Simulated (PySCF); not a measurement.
H4P2, SMILES PP.

Geometry optimised at B3LYP-D3(BJ)/def2-TZVP.

All values below come from PBE/def2-TZVPD (PySCF).

Symmetry labels are those of the subgroup C2h that the program uses (full group C2h).

Computed valence orbital energies around the gap with their symmetry:
```json
[
 {"orbital": "HOMO−7", "symmetry": "Bu", "energy (eV)": "-123.00"},
 {"orbital": "HOMO−6", "symmetry": "Ag", "energy (eV)": "-16.94"},
 {"orbital": "HOMO−5", "symmetry": "Bu", "energy (eV)": "-14.54"},
 {"orbital": "HOMO−4", "symmetry": "Au", "energy (eV)": "-10.13"},
 {"orbital": "HOMO−3", "symmetry": "Bg", "energy (eV)": "-8.96"},
 {"orbital": "HOMO−2", "symmetry": "Ag", "energy (eV)": "-8.42"},
 {"orbital": "HOMO−1", "symmetry": "Bu", "energy (eV)": "-7.94"},
 {"orbital": "HOMO", "symmetry": "Ag", "energy (eV)": "-5.87"},
 {"orbital": "LUMO", "symmetry": "Bu", "energy (eV)": "-1.27"},
 {"orbital": "LUMO+1", "symmetry": "Ag", "energy (eV)": "-0.79"},
 {"orbital": "LUMO+2", "symmetry": "Bg", "energy (eV)": "-0.54"},
 {"orbital": "LUMO+3", "symmetry": "Au", "energy (eV)": "-0.30"}
]
```
